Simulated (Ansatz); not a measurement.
Br₂GeH₃N, SMILES `[NH2][GeH]([Br])[Br]`, 7 atoms. The species carries charge 0 and has multiplicity 1. Correlated methods include outer-core shells of Br, Ge, which these sets cover unevenly. Scalar relativity is left out up to krypton. All runs use 4 threads of an Arm Neoverse V1 on a shared host. Correlated methods freeze the cores.

Question: Give the basis size and wall time and peak host memory of each of these runs in Ansatz. RKS B2PLYP (frozen core)/def2-TZVPP energy; RKS B3LYP-D4/def2-TZVPP energy and forces; RKS ωB97M-V/def2-QZVPP energy; RHF-CCSD(T)/def2-TZVPP energy; RKS ωB97M-V/def2-SVP energy; RKS r2SCAN0-D4/def2-TZVPP energy; RKS PBE0-D4/def2-QZVPP energy; RHF-CCSD(T)/def2-SVP energy; RKS PBE0-D4/def2-SVP energy; RKS PBE0-D4/def2-TZVP frequencies; direct RPA on PBE orbitals/def2-TZVPP energy; RKS r2SCANh-D4/def2-TZVPP energy. (Best estimate.)

Answer: The calculation gave: Other jobs shared the machine, so times are rough.

```tsv
level	job	functions	wall time	peak host memory (GiB)
RKS PBE0-D4/def2-SVP	energy	125	1.9 s	0.35
direct RPA on PBE orbitals/def2-TZVPP	energy	217	5.5 s	0.5
RKS B3LYP-D4/def2-TZVPP	energy and forces	217	6 s	0.88
RKS ωB97M-V/def2-SVP	energy	125	6.5 s	0.49
RKS r2SCANh-D4/def2-TZVPP	energy	217	6.5 s	0.89
RKS r2SCAN0-D4/def2-TZVPP	energy	217	6.5 s	0.91
RKS B2PLYP (frozen core)/def2-TZVPP	energy	217	7 s	0.66
RKS PBE0-D4/def2-QZVPP	energy	414	13 s	2.2
RHF-CCSD(T)/def2-SVP	energy	125	15 s	0.68
RKS ωB97M-V/def2-QZVPP	energy	414	25 s	2.4
RKS PBE0-D4/def2-TZVP	frequencies	193	2.6 min	0.73
RHF-CCSD(T)/def2-TZVPP	energy	217	3.6 min	3.5
```

B3LYP here is the variant with VWN-RPA as its local correlation; programs differ in this.
